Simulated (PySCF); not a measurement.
PySCF 2.14 output of an unrestricted B3LYP calculation on a single atom or ion in def2-TZVP, with the non-relativistic Hamiltonian (point nucleus):

```
SCF conv_tol = 1e-09
number electrons alpha = 6  beta = 5
    P. J. Stephens, F. J. Devlin, C. F. Chabalowski, and M. J. Frisch.,  J. Phys. Chem. 98, 11623 (1994)
cycle= 1 E= -287.256616150849  delta_E= -0.00361  |g|= 0.0119  |ddm|= 0.0895
cycle= 2 E= -287.256629241549  delta_E= -1.31e-05  |g|= 0.00517  |ddm|= 0.00946
cycle= 3 E= -287.256631726889  delta_E= -2.49e-06  |g|= 7.14e-05  |ddm|= 0.000996
cycle= 4 E= -287.256631728326  delta_E= -1.44e-09  |g|= 2.43e-06  |ddm|= 0.000186
cycle= 5 E= -287.256631728328  delta_E= -1.93e-12  |g|= 5.99e-08  |ddm|= 8e-06
converged SCF energy = -287.256631728328  <S^2> = 0.75000795  2S+1 = 2.0000079
```

The run itself started from symmetry-adapted Hartree-Fock orbitals and held the occupation by maximum overlap, on a logarithmic radial grid, so the iterations belong to that start.

Which element, charge and spin multiplicity is this?

Si³⁺ (silicon, charge +3), multiplicity 2; the state was [Ne] 3s1, 2S determinant.
